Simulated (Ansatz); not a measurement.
Input for Ansatz (development build ahead of 0.2.0):

```yaml
crystal:
  periodic: [false, false, false]
  atoms:
    - { symbol: F, position_ang: [0.71, 0.0, 3.8] }
    - { symbol: F, position_ang: [-0.71, 0.0, 3.8] }
    - { symbol: Li, position_ang: [1.34, 0.0, 0.0] }
    - { symbol: Li, position_ang: [-1.34, 0.0, 0.0] }
basis:
  gaussian: { orbitals: cc-pVDZ }
hamiltonian:
  xc: hf
```

The input is written out in the form of the current development build from the run's settings.

Results

- Converged: yes
- Total energy: -213.55306 hartree
- Spin squared of the determinant: 0.000

Caution: stretched shape with no unrestricted run beside it, a lower state can exist.
